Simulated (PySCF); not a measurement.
trans-(1R,2R)-1-chloro-2-methylcyclopropane (C4H7Cl), SMILES C[C@@H]1C[C@H]1Cl.

Geometry optimised at TPSSh-D3(BJ)/def2-SVP.

Calculation: PBE/def2-TZVP (PySCF).

Gas-phase values at a fixed geometry.

Computed frontier levels, gap, dipole moment and polarisability:
```
Item                                                                                                            Value
---------------------------------------------------------------------------------------------  ----------------------
highest occupied level                                                                                       -6.32 eV
lowest empty level                                                                                           -0.34 eV
orbital gap                                                                                                   5.98 eV
dipole moment                                                                                                  2.01 D
quadrupole, principal values (traceless, Buckingham form, about the centre of nuclear charge)   -2.85, 0.35, 2.50 D·Å
mean static polarisability                                                                       60.5 bohr³ (8.97 Å³)
polarisability, principal values                                                               51.0, 56.4, 74.2 bohr³
```
